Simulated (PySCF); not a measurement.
HF2OS, charge +1, singlet, geometry from GFN2-xTB.

Input for PySCF:
```python
from pyscf import gto, scf, cc

mol = gto.M(
    atom='''
O     1.292238   -0.536346    0.124384
S    -0.122331   -0.085726    0.462428
F    -0.980179   -0.706323   -0.735271
F    -0.164806    1.398706   -0.129337
H     1.924263   -0.569057   -0.612460
''',
    basis='def2-svp',
    charge=1,
    spin=0,
    verbose=5,
)

mf = scf.RHF(mol)
mf.kernel()

mycc = cc.CCSD(mf)
mycc.kernel()
et = mycc.ccsd_t()
print('E(CCSD(T)) = %.10f' % (mycc.e_tot + et))
mf.analyze()
```

Estimate the number of basis functions that PySCF with CCSD(T)/def2-SVP returns for this input.

65

Give the total energy at the level CCSD(T)/def2-SVP.

-671.832320 Ha

Give the MP2 correlation energy at the level CCSD(T)/def2-SVP.

-0.7174 Eh

Predict the T1 diagnostic from CCSD(T)/def2-SVP.

0.013

Estimate the nuclear repulsion energy that CCSD(T)/def2-SVP returns for this input.

200.6637 Eh

What is the computed coupled-cluster correlation energy (without the perturbative part) (CCSD(T)/def2-SVP)?

-0.7286 Eh
